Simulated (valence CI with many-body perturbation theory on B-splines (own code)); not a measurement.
E1 transitions of Sr31+

Method: configuration interaction combined with many-body perturbation theory (CI+MBPT): five valence electrons over a frozen Dirac-Fock core [He], radial functions for each j: 11 s, 11 p, 10 d, 8 f, 5 g, 2 h, with the one-electron correlation potential Σ1 (screened to all orders), the two-electron term Σ2, the three-electron term Σ3, Breit, model QED; selected single and double excitations, second order for the rest, scaled by the run's own slope (own B-spline code, finite nucleus).

The last digits are not significant, and no measured levels were compared; by estimate large intervals hold to a few tenths of a per cent, small ones and those within an open d or f shell to about a per cent. Among the levels kept, up to 5800 cm⁻¹ of a level comes from second order outside the variational space, and about a tenth of that is noise between levels of different J, which matters for small intervals.

Lines 51 to 100 of 595 in falling wavelength, among levels below 20948 × 10³ cm⁻¹, chosen from the strongest by gf and those to the six lowest levels. Wavelengths and rates use the calculated energies. Electric multipoles are in the length gauge with retardation, E1 and E2 with the static RPA response of the core. Weak lines are less certain than strong ones. Lines between different terms over intervals too small for the method are left out, as are lines whose strength nearly cancels. The highest levels of a list are the least certain.

Levels are named by their leading jj configuration (3d3/2^4 stands for four electrons in 3d with j = 3/2), which in mixed levels can hold well under half, so a name can repeat and another be missing. Letters in brackets count levels of one name in rising energy.

```
λ vac (nm)                               Upper                               Lower   A (s⁻¹)  log gf  Branch %
     23.14          (2s^2 2p3/2^2 3d5/2) J=9/2          (2s^2 2p3/2^2 3p3/2) J=7/2  5.62e+09   -0.35      91.2
     23.11  (2s 2p1/2^2 2p3/2 3d5/2) J=7/2 [b]  (2s 2p1/2^2 2p3/2 3p3/2) J=5/2 [b]  5.30e+09   -0.47       0.1
     23.08  (2s 2p1/2 2p3/2^2 3d5/2) J=5/2 [f]  (2s 2p1/2 2p3/2^2 3p3/2) J=3/2 [e]  4.02e+09   -0.71       0.0
     22.84  (2s 2p1/2^2 2p3/2 3p3/2) J=3/2 [a]     (2s 2p1/2^2 2p3/2 3s) J=3/2 [a]  5.38e+09   -0.77       0.0
     22.75  (2s 2p1/2 2p3/2^2 3d5/2) J=3/2 [a]  (2s 2p1/2 2p3/2^2 3p3/2) J=3/2 [a]  3.10e+09   -1.02       0.0
     22.74  (2s 2p1/2 2p3/2^2 3d5/2) J=5/2 [b]  (2s 2p1/2 2p3/2^2 3p3/2) J=5/2 [b]  2.66e+09   -0.91       0.0
     22.56          (2s^2 2p1/2^2 3d5/2) J=5/2          (2s^2 2p1/2^2 3p3/2) J=3/2  6.17e+09   -0.55       0.0
     22.54      (2s^2 2p3/2^2 3d5/2) J=5/2 [b]      (2s^2 2p3/2^2 3p3/2) J=3/2 [b]  5.25e+09   -0.62       0.0
     22.49  (2s 2p1/2 2p3/2^2 3d5/2) J=3/2 [c]  (2s 2p1/2 2p3/2^2 3p3/2) J=1/2 [b]  3.51e+09   -0.97       0.0
     22.46  (2s 2p1/2 2p3/2^2 3d5/2) J=5/2 [d]  (2s 2p1/2 2p3/2^2 3p3/2) J=3/2 [c]  3.03e+09   -0.86       0.0
     22.33  (2s^2 2p1/2 2p3/2 3d5/2) J=7/2 [b]  (2s^2 2p1/2 2p3/2 3p3/2) J=5/2 [b]  5.49e+09   -0.48       0.0
     22.18  (2s 2p1/2 2p3/2^2 3d5/2) J=5/2 [g]  (2s 2p1/2 2p3/2^2 3p3/2) J=3/2 [f]  5.54e+09   -0.61       0.0
     22.07  (2s 2p1/2 2p3/2^2 3d3/2) J=7/2 [a]  (2s 2p1/2 2p3/2^2 3p3/2) J=5/2 [a]  2.97e+09   -0.76       0.0
     21.98  (2s^2 2p1/2 2p3/2 3d5/2) J=5/2 [a]  (2s^2 2p1/2 2p3/2 3p1/2) J=3/2 [b]  3.14e+09   -0.86       0.0
     21.88  (2s 2p1/2 2p3/2^2 3d3/2) J=7/2 [b]  (2s 2p1/2 2p3/2^2 3p1/2) J=5/2 [b]  2.06e+09   -0.93       0.0
     21.79  (2s 2p1/2 2p3/2^2 3p3/2) J=3/2 [b]     (2s 2p1/2 2p3/2^2 3s) J=5/2 [b]  6.18e+09   -0.76       0.0
     21.78  (2s 2p1/2 2p3/2^2 3d3/2) J=7/2 [c]  (2s 2p1/2 2p3/2^2 3p3/2) J=5/2 [c]  1.90e+09   -0.97       0.0
     21.62  (2s 2p1/2^2 2p3/2 3d5/2) J=5/2 [a]  (2s 2p1/2^2 2p3/2 3p3/2) J=3/2 [a]  4.79e+09   -0.70       0.0
     21.62          (2s^2 2p3/2^2 3p3/2) J=1/2             (2s^2 2p3/2^2 3s) J=3/2  6.46e+09   -1.04       0.6
     21.56          (2s^2 2p3/2^2 3p3/2) J=5/2             (2s^2 2p3/2^2 3s) J=3/2  4.62e+09   -0.71       3.1
     21.49        (2s 2p3/2^3 3p3/2) J=3/2 [a]           (2s 2p3/2^3 3s) J=3/2 [a]  6.71e+09   -0.73       0.0
     21.38      (2s^2 2p3/2^2 3d5/2) J=5/2 [a]     (2s 2p1/2^2 2p3/2 3s) J=3/2 [b]  2.38e+09   -1.01       0.0
     21.34  (2s^2 2p1/2 2p3/2 3d5/2) J=3/2 [a]  (2s^2 2p1/2 2p3/2 3p3/2) J=1/2 [a]  4.43e+09   -0.92       0.0
     21.28  (2s 2p1/2 2p3/2^2 3p1/2) J=5/2 [b]         (2s 2p1/2 2p3/2^2 3s) J=7/2  6.80e+09   -0.56       0.1
     21.22  (2s 2p1/2 2p3/2^2 3p3/2) J=1/2 [a]     (2s 2p1/2 2p3/2^2 3s) J=3/2 [a]  7.92e+09   -0.97       0.0
     21.02  (2s 2p1/2 2p3/2^2 3p1/2) J=3/2 [d]     (2s 2p1/2 2p3/2^2 3s) J=5/2 [c]  3.21e+09   -1.07       0.1
     20.98  (2s 2p1/2^2 2p3/2 3d5/2) J=7/2 [a]  (2s 2p1/2^2 2p3/2 3p3/2) J=5/2 [a]  7.32e+09   -0.41       0.0
     20.91        (2s 2p3/2^3 3p3/2) J=5/2 [a]           (2s 2p3/2^3 3s) J=3/2 [a]  2.55e+09   -1.00       0.0
     20.87  (2s^2 2p1/2 2p3/2 3p3/2) J=3/2 [a]         (2s^2 2p1/2 2p3/2 3s) J=5/2  4.30e+09   -0.95       1.7
     20.74  (2s 2p1/2^2 2p3/2 3p3/2) J=5/2 [a]     (2s 2p1/2^2 2p3/2 3s) J=3/2 [a]  6.22e+09   -0.62       0.0
     20.69  (2s^2 2p1/2 2p3/2 3d5/2) J=5/2 [b]  (2s^2 2p1/2 2p3/2 3p3/2) J=3/2 [b]  5.67e+09   -0.66       0.0
     20.66  (2s 2p1/2 2p3/2^2 3d3/2) J=5/2 [b]  (2s 2p1/2 2p3/2^2 3p1/2) J=5/2 [b]  4.14e+09   -0.80       0.0
     20.65  (2s 2p1/2 2p3/2^2 3p3/2) J=7/2 [c]     (2s 2p1/2 2p3/2^2 3s) J=5/2 [c]  9.87e+09   -0.30       0.1
     20.64  (2s 2p1/2^2 2p3/2 3d5/2) J=3/2 [a]  (2s 2p1/2^2 2p3/2 3p3/2) J=3/2 [a]  3.98e+09   -0.99       0.0
     20.50  (2s 2p1/2 2p3/2^2 3d5/2) J=3/2 [d]  (2s 2p1/2 2p3/2^2 3p3/2) J=1/2 [c]  4.70e+09   -0.93       0.0
     20.44  (2s^2 2p1/2 2p3/2 3d3/2) J=5/2 [b]  (2s^2 2p1/2 2p3/2 3p3/2) J=3/2 [a]  3.14e+09   -0.93       0.0
     20.40  (2s 2p1/2 2p3/2^2 3p3/2) J=3/2 [d]     (2s 2p1/2 2p3/2^2 3s) J=1/2 [b]  3.44e+09   -1.07       0.0
     20.39      (2s 2p1/2^2 2p3/2 3d5/2) J=1/2  (2s 2p1/2^2 2p3/2 3p3/2) J=1/2 [a]  6.91e+09   -1.06       0.0
     20.37  (2s 2p1/2 2p3/2^2 3d3/2) J=5/2 [d]  (2s 2p1/2 2p3/2^2 3p1/2) J=3/2 [d]  3.96e+09   -0.83       0.0
     20.32        (2s 2p3/2^3 3p3/2) J=5/2 [b]           (2s 2p3/2^3 3s) J=3/2 [b]  9.11e+09   -0.47       0.1
     20.28  (2s 2p1/2^2 2p3/2 3p3/2) J=1/2 [a]     (2s 2p1/2^2 2p3/2 3s) J=3/2 [a]  8.40e+09   -0.98       0.0
     20.08          (2s^2 2p3/2^2 3p3/2) J=5/2             (2s^2 2p3/2^2 3s) J=5/2  4.04e+09   -0.83       2.7
     20.04      (2s 2p1/2 2p3/2^2 3p1/2) J=7/2     (2s 2p1/2 2p3/2^2 3s) J=5/2 [a]  6.17e+09   -0.53       0.4
     19.96  (2s 2p1/2^2 2p3/2 3p3/2) J=5/2 [b]     (2s 2p1/2^2 2p3/2 3s) J=3/2 [b]  6.30e+09   -0.65       0.0
     19.95  (2s 2p1/2 2p3/2^2 3p3/2) J=5/2 [c]     (2s 2p1/2 2p3/2^2 3s) J=3/2 [b]  9.56e+09   -0.47       0.1
     19.94  (2s 2p1/2 2p3/2^2 3d3/2) J=5/2 [a]  (2s 2p1/2 2p3/2^2 3p1/2) J=5/2 [a]  3.25e+09   -0.93       0.0
     19.84            (2s 2p3/2^3 3p3/2) J=7/2               (2s 2p3/2^3 3s) J=5/2  1.13e+10   -0.27       0.7
     19.79        (2s 2p3/2^3 3p3/2) J=3/2 [b]               (2s 2p3/2^3 3s) J=1/2  6.72e+09   -0.80       0.1
     19.74  (2s 2p1/2 2p3/2^2 3d3/2) J=3/2 [b]  (2s 2p1/2 2p3/2^2 3p1/2) J=5/2 [b]  6.44e+09   -0.82       0.0
     19.73          (2s^2 2p3/2^2 3p3/2) J=7/2             (2s^2 2p3/2^2 3s) J=5/2  1.05e+10   -0.31       8.5
```
